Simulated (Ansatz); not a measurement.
Steps of a relaxation of `N[SiH]([AlH2])[SiH3]` with RKS PBE0-D4/def2-TZVP.

```sh
$ ansatz run in.yaml --threads 4 --pin off --events-out ev --progress --plain --max-ram 10444MiB
```

```yaml
crystal:
  periodic: [false, false, false]
  atoms:
    - {symbol: N, position_ang: [-0.707527, 1.860012, -0.281393]}
    - {symbol: Si, position_ang: [0.316685, 0.528720, 0.292453]}
    - {symbol: Al, position_ang: [-0.614258, -0.948271, 2.044682]}
    - {symbol: Si, position_ang: [0.891482, -0.745021, -1.611125]}
    - {symbol: H, position_ang: [-0.950411, 2.566383, 0.422686]}
    - {symbol: H, position_ang: [-1.574936, 1.566564, -0.744078]}
    - {symbol: H, position_ang: [1.608851, 1.143841, 0.786641]}
    - {symbol: H, position_ang: [0.206221, -2.186117, 2.661336]}
    - {symbol: H, position_ang: [-2.115892, -0.701178, 2.569839]}
    - {symbol: H, position_ang: [1.615841, 0.072755, -2.647834]}
    - {symbol: H, position_ang: [-0.358454, -1.302342, -2.247786]}
    - {symbol: H, position_ang: [1.759400, -1.910647, -1.211420]}
basis:
  gaussian: {orbitals: def2-TZVP}
hamiltonian: {xc: pbe0, dispersion: d4}
relax: {f_tol: 0.005, max_steps: 150}
```

Positions (Å) and forces (eV/Å) along the path, 11 of 14 steps:

```xyz
12
step=1 energy=-23962.3055 eV
N    -0.708    1.860   -0.281   -0.347   -0.167    0.381
Si    0.317    0.529    0.292   -0.038    0.388   -0.213
Al   -0.614   -0.948    2.045   -0.077   -0.084    0.104
Si    0.891   -0.745   -1.611    0.021   -0.087   -0.127
H    -0.950    2.566    0.423    0.159   -0.441   -0.447
H    -1.575    1.567   -0.744    0.539    0.188    0.273
H     1.609    1.144    0.787   -0.280   -0.101   -0.087
H     0.206   -2.186    2.661   -0.089    0.168   -0.087
H    -2.116   -0.701    2.570    0.185   -0.037   -0.062
H     1.616    0.073   -2.648   -0.147   -0.174    0.217
H    -0.358   -1.302   -2.248    0.253    0.105    0.125
H     1.759   -1.911   -1.211   -0.180    0.241   -0.077
12
step=2 energy=-23962.3360 eV
N    -0.700    1.855   -0.269   -0.081   -0.209    0.157
Si    0.314    0.522    0.281   -0.111    0.305   -0.070
Al   -0.616   -0.939    2.034   -0.010   -0.045    0.012
Si    0.885   -0.746   -1.608    0.025   -0.034   -0.064
H    -0.951    2.538    0.440    0.071   -0.106   -0.141
H    -1.550    1.576   -0.749    0.164    0.080    0.057
H     1.584    1.140    0.786   -0.048   -0.052   -0.023
H     0.214   -2.157    2.641   -0.008    0.020    0.001
H    -2.105   -0.703    2.559    0.024   -0.005   -0.001
H     1.605    0.062   -2.634   -0.036   -0.043    0.046
H    -0.350   -1.305   -2.241    0.056    0.030    0.035
H     1.747   -1.898   -1.206   -0.045    0.060   -0.009
12
step=3 energy=-23962.3397 eV
N    -0.692    1.850   -0.286    0.012   -0.117    0.155
Si    0.299    0.525    0.290   -0.008    0.083   -0.118
Al   -0.611   -0.961    2.036   -0.023    0.045    0.003
Si    0.876   -0.735   -1.599    0.009   -0.018    0.029
H    -0.929    2.556    0.398    0.006    0.044   -0.011
H    -1.537    1.583   -0.770   -0.019    0.016   -0.051
H     1.570    1.129    0.792    0.022    0.008    0.023
H     0.224   -2.168    2.649    0.024   -0.011   -0.008
H    -2.094   -0.729    2.567   -0.031   -0.015    0.014
H     1.593    0.067   -2.625    0.013    0.019   -0.016
H    -0.355   -1.292   -2.227   -0.026   -0.017   -0.019
H     1.734   -1.880   -1.192    0.019   -0.036   -0.002
12
step=4 energy=-23962.3423 eV
N    -0.688    1.854   -0.275   -0.145    0.094   -0.038
Si    0.290    0.530    0.292   -0.045   -0.046    0.046
Al   -0.633   -0.956    2.041    0.066   -0.023   -0.021
Si    0.867   -0.742   -1.591    0.015   -0.031    0.004
H    -0.915    2.590    0.378    0.013   -0.037   -0.034
H    -1.508    1.627   -0.821    0.086    0.028    0.052
H     1.563    1.121    0.809    0.007   -0.007    0.007
H     0.271   -2.137    2.614   -0.016   -0.002    0.014
H    -2.117   -0.812    2.609    0.018    0.024   -0.030
H     1.584    0.061   -2.618    0.006   -0.002    0.004
H    -0.362   -1.302   -2.224   -0.003    0.000    0.004
H     1.725   -1.888   -1.179   -0.002    0.001   -0.009
12
step=6 energy=-23962.3446 eV
N    -0.698    1.865   -0.269    0.014   -0.023    0.022
Si    0.286    0.537    0.288   -0.001    0.004   -0.006
Al   -0.615   -0.962    2.030    0.003   -0.002   -0.005
Si    0.867   -0.747   -1.588   -0.007    0.015   -0.003
H    -0.930    2.588    0.396   -0.004   -0.001   -0.007
H    -1.515    1.637   -0.815   -0.009    0.010   -0.005
H     1.561    1.125    0.803    0.003    0.003   -0.002
H     0.273   -2.146    2.619    0.000    0.001    0.003
H    -2.103   -0.798    2.577   -0.002    0.001   -0.002
H     1.596    0.044   -2.617    0.002   -0.004    0.001
H    -0.363   -1.303   -2.223    0.001   -0.003    0.000
H     1.717   -1.895   -1.167    0.000   -0.002    0.005
12
step=7 energy=-23962.3448 eV
N    -0.699    1.861   -0.260    0.000    0.003    0.001
Si    0.288    0.533    0.286    0.005   -0.001    0.005
Al   -0.611   -0.963    2.032   -0.042    0.028   -0.006
Si    0.865   -0.745   -1.594   -0.007    0.002    0.006
H    -0.935    2.581    0.407    0.001   -0.005   -0.002
H    -1.510    1.642   -0.818   -0.002    0.000   -0.001
H     1.566    1.119    0.797    0.000    0.000   -0.002
H     0.278   -2.128    2.650    0.017   -0.022    0.011
H    -2.110   -0.805    2.556    0.025   -0.005   -0.010
H     1.599    0.044   -2.620    0.002   -0.001   -0.003
H    -0.365   -1.298   -2.232    0.002    0.000   -0.001
H     1.710   -1.897   -1.171   -0.001    0.001    0.000
12
step=9 energy=-23962.3450 eV
N    -0.698    1.865   -0.258    0.005    0.000    0.001
Si    0.289    0.536    0.287   -0.001    0.003    0.002
Al   -0.608   -0.962    2.030    0.004   -0.012   -0.001
Si    0.861   -0.746   -1.592   -0.002   -0.003    0.000
H    -0.938    2.581    0.411   -0.001    0.000    0.000
H    -1.507    1.647   -0.820   -0.002   -0.001   -0.001
H     1.569    1.121    0.795    0.003    0.003   -0.001
H     0.290   -2.121    2.656   -0.012    0.013   -0.003
H    -2.113   -0.819    2.538    0.007   -0.004    0.001
H     1.602    0.036   -2.619    0.000    0.001    0.000
H    -0.370   -1.295   -2.230    0.000    0.000    0.001
H     1.700   -1.900   -1.165    0.000   -0.001    0.000
12
step=11 energy=-23962.3450 eV
N    -0.697    1.868   -0.256    0.004    0.000   -0.002
Si    0.291    0.539    0.288    0.005    0.007    0.001
Al   -0.606   -0.963    2.028   -0.002   -0.006   -0.001
Si    0.858   -0.746   -1.590    0.000   -0.002   -0.002
H    -0.939    2.583    0.413   -0.001    0.001    0.002
H    -1.502    1.652   -0.824   -0.002   -0.003    0.000
H     1.573    1.123    0.793   -0.002   -0.002    0.000
H     0.297   -2.110    2.666    0.004    0.001    0.000
H    -2.116   -0.838    2.524   -0.004    0.002    0.000
H     1.602    0.032   -2.618   -0.001   -0.001    0.000
H    -0.375   -1.291   -2.229    0.000    0.001    0.001
H     1.692   -1.904   -1.162   -0.001    0.001    0.000
12
step=12 energy=-23962.3451 eV
N    -0.695    1.869   -0.255    0.003    0.003   -0.002
Si    0.292    0.541    0.289    0.001    0.002   -0.001
Al   -0.605   -0.964    2.026    0.005   -0.003    0.002
Si    0.855   -0.746   -1.589    0.004    0.001   -0.001
H    -0.940    2.583    0.414   -0.002    0.001    0.001
H    -1.499    1.654   -0.826    0.000   -0.003    0.001
H     1.575    1.124    0.794   -0.003   -0.002   -0.001
H     0.304   -2.103    2.670    0.000    0.001   -0.001
H    -2.118   -0.848    2.514   -0.006    0.001    0.001
H     1.602    0.029   -2.617   -0.001   -0.002    0.000
H    -0.380   -1.287   -2.227    0.000    0.001    0.001
H     1.686   -1.906   -1.160   -0.001    0.000   -0.001
12
step=13 energy=-23962.3451 eV
N    -0.695    1.870   -0.255    0.002    0.004   -0.001
Si    0.293    0.542    0.290    0.003   -0.001   -0.001
Al   -0.604   -0.965    2.026    0.005   -0.003    0.002
Si    0.855   -0.746   -1.588    0.000    0.000   -0.001
H    -0.941    2.583    0.414   -0.001    0.001    0.001
H    -1.498    1.654   -0.827    0.001   -0.003    0.001
H     1.575    1.125    0.794   -0.003    0.000    0.000
H     0.307   -2.100    2.673   -0.002    0.002   -0.001
H    -2.119   -0.854    2.509   -0.003    0.000    0.001
H     1.602    0.027   -2.617   -0.001   -0.001    0.001
H    -0.382   -1.285   -2.225    0.000   -0.001   -0.001
H     1.683   -1.908   -1.160   -0.001    0.001   -0.001
12
step=14 energy=-23962.3451 eV
N    -0.694    1.870   -0.255    0.002    0.004   -0.001
Si    0.293    0.542    0.290    0.001   -0.003    0.000
Al   -0.604   -0.965    2.026    0.003   -0.002    0.001
Si    0.855   -0.746   -1.588    0.001    0.000   -0.001
H    -0.941    2.583    0.414   -0.001    0.000    0.000
H    -1.497    1.654   -0.827    0.000   -0.003    0.001
H     1.576    1.125    0.795   -0.001    0.000   -0.001
H     0.307   -2.099    2.674   -0.002    0.002   -0.001
H    -2.120   -0.854    2.508   -0.001    0.000    0.000
H     1.602    0.027   -2.618   -0.001    0.000    0.001
H    -0.382   -1.284   -2.224    0.000    0.000    0.000
H     1.683   -1.908   -1.160   -0.001    0.001    0.000
```

It took 48 s on 4 threads of an Arm Neoverse V1 on a shared host, with 0.5 GiB of host memory at the peak.
